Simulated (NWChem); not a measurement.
# A calculation on BeCl (+1)

```xyz
2

Be     0.0000     0.0000    -1.4219
Cl     0.0000     0.0000     0.3346
```
Charge +1, spin multiplicity 1.

Program: NWChem. All single points use one geometry, from B3LYP/def2-SVP, a minimum by its harmonic frequencies.

Symmetry labels belong to the abelian group C2v used in the runs, with the axes of the coordinates shown; states degenerate in a higher group split over its labels.

The spin multiplicity of the parent species was assumed, not shown to be that of its ground state. The structure started from a generated list of species.

Question: List the lowest 3 singlet excitations that CIS/aug-cc-pVDZ gives, with oscillator strengths.

Answer: 
| state | symmetry | energy (eV) | wavelength (nm) | f |
|---|---|---|---|---|
| 1 | b2 | 4.96 | 250 | 0.019 |
| 2 | b1 | 4.96 | 250 | 0.019 |
| 3 | a1 | 7.08 | 175 | 0.036 |
